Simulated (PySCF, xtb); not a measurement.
GeH5, SMILES [GeH5-], charge -1.

Harmonic wavenumbers (cm⁻¹) from xtb 6.7.1 with GFN2-xTB at its own minimum, in rising order: 221, 548, 550, 813, 813, 826, 999, 1129, 1132, 1653, 1826, 1826.

Q: What does PBE-D3(BJ)/def2-TZVPD (PySCF 2.14.0) give at its own minimum? (The exact figures need the calculation; the answer reports its results.)

A: 475, 475, 791, 851, 851, 1060, 1060, 1116, 1261, 1794, 1794, 1797. Paired by order, the mean absolute difference is 107 cm⁻¹ and the zero-point energies are 17.6 and 19.0 kcal/mol.
